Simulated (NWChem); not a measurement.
# CuF; SMILES [F][Cu]

Results from NWChem. Pople sets run with spherical d functions. Structure relaxed at the PBE0/def2-SVP level. Level M06-2X/6-31G*: energy and gradient on several grids; changes count from the extra-fine grid, which is no exact limit either.

| grid | size of the energy change (μHa) | largest change of a gradient component (μHa/bohr) |
|---|---|---|
| xcoarse | 20000 | 2000 |
| coarse | 800 | 500 |
| medium | 20 | 100 |
| fine | < 10 | 90 |
| xfine | < 10 | < 30 |
